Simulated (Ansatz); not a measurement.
# Which method gave which barrier?

Saddle point of BH4OF3, singlet (BHF₂ ([F][BH][F]) + H₂O + HF → BHOF₂ ([OH][B]([F])[F]) + HF + H₂; bonds formed: H2–H7, H5–F8; dative contacts that become bonds: B1–O6; bonds broken: B1–H2, H5–O6, H7–F8), PBE0-D4/def2-TZVP structure:

B1  (-0.324, -0.789, 0.079)
H2  (-1.183, 0.277, 0.386)
F3  (-0.938, -1.407, -0.936)
F4  (-0.208, -1.447, 1.251)
H5  (0.726, 0.959, -0.446)
O6  (0.982, -0.183, -0.333)
H7  (-0.750, 1.044, 0.058)
F8  (0.031, 1.892, -0.385)
H9  (1.664, -0.346, 0.327)
(Å)

Program: Ansatz 0.2.0. Basis: def2-TZVPP, with def2-QZVPP for the basis limit. Cores are frozen in the correlated methods. Extrapolation: Hartree–Fock as exp(−7.88 √X), correlation as X^−2.97. Four methods, as single points on the PBE0-D4 structures, gave these electronic barriers from the start structure: 2.36, 11.62, 17.77, 31.45 kcal/mol.

**Question.** The methods were, in alphabetical order, HF, MP2, r2SCAN-D4, SPW92. Which gave which? (Judge from chemistry; the calculation decides.)

**Answer.** The calculation gives: SPW92 2.36; r2SCAN-D4 11.62; MP2 17.77; HF 31.45 kcal/mol. For comparison, CCSD(T) at an estimated basis limit (MP2 extrapolated from triple and quadruple zeta, plus CCSD(T) − MP2 in triple zeta) gives 19.28 kcal/mol.

T1 diagnostic: at most 0.012.

Labels in which every atom is bracketed show which atoms are joined, not bond orders.

For scale, one of the runs: CCSD(T)/def2-TZVPP, 211 basis functions (an equivalent command: `ansatz run in.yaml --threads 4`). Hardware: 4 CPU threads, shared host. Wall time 110 s; peak host memory 3.4 GiB.
